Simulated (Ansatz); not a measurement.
Li₆Cl₅. Total charge 0; doublet. Geometry r2SCAN-D4/def2-SVP; atoms count from 1.

```xyz
11

Li    0.068    2.029   -0.978
Li    2.004    0.905    0.906
Li    1.823   -1.120   -1.264
Li   -1.730   -1.307   -0.615
Li    0.442   -1.992    1.221
Li   -1.504    0.948    1.261
Cl   -1.701   -1.293    1.732
Cl    0.284    2.390    1.332
Cl    0.129   -2.607   -1.057
Cl    2.133    1.113   -1.461
Cl   -1.947    0.933   -1.077
```

The structure comes from a short search, and lower isomers may exist.

Question: Estimate the Mulliken populations from the PBE0/def2-TZVP orbitals of Ansatz.

Answer: 
| atom | charge (e) | spin (α − β) |
| --- | --- | --- |
| Li1 | 0.72 | -0.01 |
| Li2 | 0.36 | 0.45 |
| Li3 | 0.61 | 0.17 |
| Li4 | 0.72 | -0.01 |
| Li5 | 0.36 | 0.45 |
| Li6 | 0.73 | -0.03 |
| Cl7 | -0.70 | 0.00 |
| Cl8 | -0.70 | 0.00 |
| Cl9 | -0.69 | 0.00 |
| Cl10 | -0.69 | 0.00 |
| Cl11 | -0.71 | 0.00 |
Mulliken values and Mayer orders depend strongly on the basis.

Question: Where does the spin sit?

Answer: Summed by element: Li 1.01, Cl -0.01, of 1 unpaired in all. Largest on single atoms: Li5 0.45, Li2 0.45, Li3 0.17.
